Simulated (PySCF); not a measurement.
TDDFT excited states: Al3H3S3

(HAlS)3 ring, Al3H3S3.
Cartesian coordinates in Å at the PBE0-D3(BJ)/def2-SVP level; atoms count from 1:
```
atom  x, y, z in Å
Al1    0.721    1.931   -0.282
H2     1.289    3.387   -0.475
S3     0.073    1.430    1.741
Al4   -0.681   -0.612    1.876
H5    -1.249   -1.052    3.277
S6    -0.720   -2.124    0.307
Al7    0.001   -1.343   -1.601
H8     0.030   -2.367   -2.796
S9     0.669    0.680   -2.072
```

Theory: TDDFT CAM-B3LYP/def2-SVPD, vertical, gas phase, core orbitals frozen in the response (PySCF 2.14.0, density-fitted response routines).

```csv
state,E (eV),E (hartree),f,|μ| (D),"main configurations (H = HOMO, L = LUMO)"
S1,5.45,0.2004,0.0000,0.04,"H-1/H→L (≥46%), H-1/H→L+1 (≥44%)"
S2,5.67,0.2084,0.0019,0.30,"H-2→L (50%), H-3→L+1 (37%)"
S3,5.87,0.2157,0.097,2.08,"H-1/H→L (≥37%), H-1/H→L+1 (≥33%), H-4→L (8%)"
S4,5.87,0.2159,0.092,2.03,"H-1/H→L+1 (≥33%), H-1/H→L (≥30%), H-2→L (10%)"
S5,5.92,0.2177,0.0027,0.34,"H-3→L (45%), H-2→L+1 (43%)"
S6,5.94,0.2183,0.0068,0.55,"H-3→L+1 (52%), H-2→L (31%)"
S7,5.97,0.2194,0.013,0.77,"H-2→L+1 (26%), H-3→L (25%), H-5→L+1 (22%)"
S8,6.17,0.2266,0.0037,0.40,"H-1/H→L+2 (≥62%), H-1/H→L+4 (≥8%)"
S9,6.18,0.2271,0.0010,0.21,"H-1/H→L+2 (≥64%), H-1/H→L+4 (≥10%)"
S10,6.27,0.2303,0.0001,0.05,"H-1/H→L+1 (≥41%), H-1/H→L (≥39%)"
S11,6.40,0.2352,0.0008,0.18,"H-5→L (35%), H-6→L+1 (28%), H-7→L+1 (8%)"
S12,6.41,0.2357,0.0008,0.18,"H-5→L+1 (38%), H-6→L (26%), H-7→L (9%)"
S13,6.51,0.2393,0.032,1.14,"H-6→L (32%), H-2→L+1 (16%), H-3→L (14%)"
S14,6.52,0.2395,0.052,1.44,"H-1/H→L+3 (≥31%), H-1/H→L+4 (≥19%), H-4→L+1 (16%)"
```

Triplets, Tamm–Dancoff:

```
state  E (eV)  λ (nm)         main configurations (H = HOMO, L = LUMO)
   T1    5.15   240.7                 H-1/H→L (≥49%), H-1/H→L+1 (≥39%)
   T2    5.28   234.7    H-1/H→L (≥38%), H-1/H→L+1 (≥36%), H-4→L (12%)
   T3    5.29   234.4  H-1/H→L+1 (≥42%), H-1/H→L (≥32%), H-4→L+1 (12%)
   T4    5.56   222.8                       H-2→L (55%), H-3→L+1 (34%)
```

The lowest singlet lies at 5.45 eV (227 nm, ultraviolet) and is dark (f under 0.0005); its leading configuration is HOMO-1/HOMO→LUMO (≥46%). The most intense listed level is S3/S4 at 5.87 eV (211 nm, f = 0.188 summed), 0.42 eV above S1. S3/S4 and S13/S14 lie within about 0.01 eV of each other in each set. Löwdin shares by element: HOMO (one of a set within 0.03 eV) sulfur 78% or more, aluminium 15% or more; LUMO (one of a set within 0.03 eV) aluminium 49% or more, sulfur 27% or more (atoms not listed hold the other 25%). Of the 14 states listed, 5 reach f = 0.01 and 2 stay under 0.0005. Weighted by f, the mean energy of these states is 6.06 eV. Orbital energies (eV): HOMO-3 -9.66, HOMO-2 -9.63, HOMO-1 -9.38, HOMO -9.37, LUMO -0.70, LUMO+1 -0.68, LUMO+2 -0.19. Orbitals of the list HOMO-3 to LUMO+2 that lie within 0.01 eV of each other are written together with a slash and their weights summed (≥ marks a lower bound); for degenerate orbitals outside that list single weights are arbitrary. Only the lowest 15 singlets were computed, as vertical energies without vibronic structure. The highest level found (6.55 eV, f 0.067 so far) is left out, since the window may have cut off a degenerate partner.

One conformer stands for the species.
